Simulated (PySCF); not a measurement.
C₂H₅S, SMILES C[CH]S, multiplicity 2.

Coordinates come from a B3LYP-D3(BJ)/def2-TZVP optimisation. The isomer is the one that the SMILES or the coordinates give; other isomers of the formula were not compared. The values are those of a single conformer.

Level of theory: PBE/def2-TZVPD (PySCF).

The molecule is in vacuum.

The total energy comes out as -477.11643 hartree and the α spin, highest occupied and lowest empty level comes out as -3.82 and -0.69 eV. The β spin, highest occupied and lowest empty level is -6.73 and -2.31 eV. The dipole moment is 1.16 D. The quadrupole, principal values (traceless, Buckingham form, about the centre of nuclear charge) comes out as -3.55, -0.71, 4.26 D·Å. The mean static polarisability is 51.7 bohr³ (7.67 Å³), the polarisability, principal values comes out as 42.7, 47.8, 64.7 bohr³ and the ⟨S²⟩ is 0.754 (pure state 0.75).
